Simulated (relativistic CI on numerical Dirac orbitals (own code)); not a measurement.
## Calculated levels, Sb L

Computed by Dirac-Coulomb-Breit CI, orbitals from a KLI potential per configuration, model QED, unscaled Slater integrals (own radial code, finite nucleus).

CI space: 1s2, 1s 2s, 1s 2p, 1s 3s, 1s 3p, 1s 3d, 1s 4s, 1s 4p, 1s 4d, 1s 4f, 1s 5s, 1s 5p, 1s 5d, 1s 5f, 1s 5g, 1s 6s, 1s 6p, 1s 6d, 2s2. Levels of other configurations are missing.

| No. | Configuration | Term | J | E (Ry) | % | Landé g | Lifetime (s) |
| --- | --- | --- | --- | --- | --- | --- | --- |
| 1 | 1s2 | 1S | 0 | 0.00 | 100 |  |  |
| 2 | 1s 2s | 3S | 1 | 1964.49 | 100 | 1.943 | 4.83e-12 |
| 3 | 1s 2p | 3P° | 1 | 1969.79 | 71 | 1.297 | 4.26e-16 |
| 4 | 1s 2p | 3P° | 0 | 1970.04 | 100 |  | 6.87e-10 |
| 5 | 1s 2s | 1S | 0 | 1970.23 | 100 |  |  |
| 6 | 1s 2p | 3P° | 2 | 1992.00 | 100 | 1.464 | 5.59e-13 |
| 7 | 1s 2p | 1P° | 1 | 1994.45 | 71 | 1.146 | 1.81e-16 |
| 8 | 1s 3s | 3S | 1 | 2334.85 | 100 | 1.949 | 1.84e-14 |
| 9 | 1s 3p | 3P° | 1 | 2336.30 | 71 | 1.303 | 1.30e-15 |
| 10 | 1s 3p | 3P° | 0 | 2336.36 | 100 |  | 6.50e-15 |
| 11 | 1s 3s | 1S | 0 | 2336.38 | 100 |  | 1.88e-14 |
| 12 | 1s 3p | 3P° | 2 | 2342.90 | 100 | 1.471 | 7.46e-15 |
| 13 | 1s 3d | 3D | 2 | 2343.49 | 60 | 1.071 | 2.31e-15 |
| 14 | 1s 3d | 3D | 1 | 2343.58 | 100 | 0.513 | 2.35e-15 |
| 15 | 1s 3p | 1P° | 1 | 2343.60 | 71 | 1.159 | 6.02e-16 |
| 16 | 1s 3d | 3D | 3 | 2345.59 | 100 | 1.312 | 2.47e-15 |
| 17 | 1s 3d | 1D | 2 | 2345.68 | 60 | 1.073 | 2.42e-15 |
| 18 | 1s 4s | 3S | 1 | 2462.91 | 100 | 1.952 | 2.71e-14 |
| 19 | 1s 4p | 3P° | 1 | 2463.51 | 71 | 1.305 | 2.96e-15 |
| 20 | 1s 4p | 3P° | 0 | 2463.53 | 100 |  | 1.12e-14 |
| 21 | 1s 4s | 1S | 0 | 2463.54 | 100 |  | 2.69e-14 |
| 22 | 1s 4p | 3P° | 2 | 2466.28 | 100 | 1.474 | 1.25e-14 |
| 23 | 1s 4d | 3D | 2 | 2466.53 | 61 | 1.074 | 5.33e-15 |
| 24 | 1s 4d | 3D | 1 | 2466.57 | 100 | 0.517 | 5.43e-15 |
| 25 | 1s 4p | 1P° | 1 | 2466.57 | 71 | 1.164 | 1.41e-15 |
| 26 | 1s 4d | 3D | 3 | 2467.42 | 100 | 1.315 | 5.74e-15 |
| 27 | 1s 4f | 3F° | 3 | 2467.43 | 57 | 1.028 | 1.13e-14 |
| 28 | 1s 4f | 3F° | 2 | 2467.45 | 100 | 0.677 | 1.13e-14 |
| 29 | 1s 4d | 1D | 2 | 2467.46 | 61 | 1.077 | 5.58e-15 |
| 30 | 1s 4f | 3F° | 4 | 2467.87 | 100 | 1.235 | 1.15e-14 |
| 31 | 1s 4f | 1F° | 3 | 2467.89 | 57 | 1.043 | 1.15e-14 |
| 32 | 1s 5s | 3S | 1 | 2521.66 | 100 | 1.953 | 4.31e-14 |
| 33 | 1s 5p | 3P° | 1 | 2521.95 | 71 | 1.306 | 5.66e-15 |
| 34 | 1s 5p | 3P° | 0 | 2521.97 | 100 |  | 1.91e-14 |
| 35 | 1s 5s | 1S | 0 | 2521.97 | 100 |  | 4.11e-14 |
| 36 | 1s 5p | 3P° | 2 | 2523.37 | 100 | 1.475 | 2.13e-14 |
| 37 | 1s 5d | 3D | 2 | 2523.50 | 61 | 1.075 | 1.02e-14 |
| 38 | 1s 5d | 3D | 1 | 2523.51 | 100 | 0.519 | 1.04e-14 |
| 39 | 1s 5p | 1P° | 1 | 2523.52 | 71 | 1.166 | 2.74e-15 |
| 40 | 1s 5d | 3D | 3 | 2523.95 | 100 | 1.316 | 1.10e-14 |
| 41 | 1s 5f | 3F° | 3 | 2523.96 | 57 | 1.029 | 2.17e-14 |
| 42 | 1s 5f | 3F° | 2 | 2523.97 | 100 | 0.679 | 2.17e-14 |
| 43 | 1s 5d | 1D | 2 | 2523.97 | 61 | 1.078 | 1.07e-14 |
| 44 | 1s 5f | 3F° | 4 | 2524.19 | 100 | 1.236 | 2.21e-14 |
| 45 | 1s 5g | 3G | 4 | 2524.19 | 55 | 1.013 | 3.71e-14 |
| 46 | 1s 5g | 3G | 3 | 2524.19 | 100 | 0.758 | 3.71e-14 |
| 47 | 1s 5f | 1F° | 3 | 2524.19 | 57 | 1.045 | 2.21e-14 |
| 48 | 1s 5g | 3G | 5 | 2524.32 | 100 | 1.188 | 3.73e-14 |
| 49 | 1s 5g | 1G | 4 | 2524.32 | 55 | 1.029 | 3.73e-14 |
| 50 | 1s 6s | 3S | 1 | 2553.36 | 100 | 1.953 | 6.64e-14 |
| 51 | 1s 6p | 3P° | 1 | 2553.53 | 71 | 1.306 | 9.62e-15 |
| 52 | 1s 6p | 3P° | 0 | 2553.53 | 100 |  | 3.07e-14 |
| 53 | 1s 6s | 1S | 0 | 2553.54 | 100 |  | 6.09e-14 |
| 54 | 1s 6p | 3P° | 2 | 2554.35 | 100 | 1.476 | 3.41e-14 |
| 55 | 1s 6d | 3D | 2 | 2554.42 | 61 | 1.076 | 1.73e-14 |
| 56 | 1s 6d | 3D | 1 | 2554.43 | 100 | 0.520 | 1.77e-14 |
| 57 | 1s 6p | 1P° | 1 | 2554.43 | 71 | 1.167 | 4.69e-15 |
| 58 | 1s 6d | 3D | 3 | 2554.68 | 100 | 1.317 | 1.88e-14 |
| 59 | 1s 6d | 1D | 2 | 2554.69 | 61 | 1.079 | 1.82e-14 |

Energies count from the lowest computed level; ° marks odd parity; lifetimes are radiative, by E1, M1, E2, M2 decay to levels of this space only; some are left blank where a channel outside the calculation adds to the decay or the decay crosses a small, uncertain gap.

The mean weight of the leading LS term, summed over parents, in these 59 levels is 85 %, and that of the leading jj configuration (from the same eigenvectors) 100 %, so jj coupling describes them better and the LS labels are nominal.

At this charge energies of transitions that change n are usually good to better than 1 %, and those within a shell (Δn = 0) to a few per cent.

LS names give the leading component of a level, which can be under half, so a name can repeat, a term be missing and a line seem to break the LS rules.
